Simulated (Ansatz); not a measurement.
CH6GaInS. Charge 0, multiplicity 1. In takes the def2 core potential. The bonds changed during the relaxation, so this is another structure than the one it started from. The geometry is a stationary point of PBE0-D4/def2-TZVP. It is one conformer, not always the lowest.

```xyz
10

C     0.459    0.983    1.107
In   -0.248   -0.662   -2.979
Ga    0.404   -0.739    0.141
S    -1.802   -1.055   -0.744
H     0.108    1.803    0.477
H    -0.172    0.939    1.997
H     1.479    1.212    1.423
H     1.142   -0.567   -1.381
H     0.803   -2.152    0.695
H    -2.172    0.237   -0.735
```

What is the dipole moment at PBE/def2-TZVPP? (An estimate is asked.)

Computed: 2.72 D, with components (-0.21, 1.21, -2.43) D in this frame, pointing from negative to positive charge.

And with r2SCAN, B3LYP, ωB97M-V? (Estimate.)

The calculation gave: r2SCAN 2.69 D, B3LYP 2.86 D, ωB97M-V 2.83 D.

Give the Mulliken charges with PBE, B3LYP, ωB97M-V in def2-TZVPP. (Estimate.)

Computed: 
```tsv
atom	PBE	B3LYP	ωB97M-V
C1	-0.37	-0.38	-0.48
In2	0.36	0.41	0.37
Ga3	0.14	0.22	0.22
S4	-0.34	-0.37	-0.36
H5	0.08	0.07	0.09
H6	0.10	0.10	0.12
H7	0.10	0.09	0.11
H8	-0.13	-0.18	-0.17
H9	-0.05	-0.07	-0.05
H10	0.12	0.11	0.13
```

B3LYP here is the variant with VWN-RPA as its local correlation; programs differ in this.
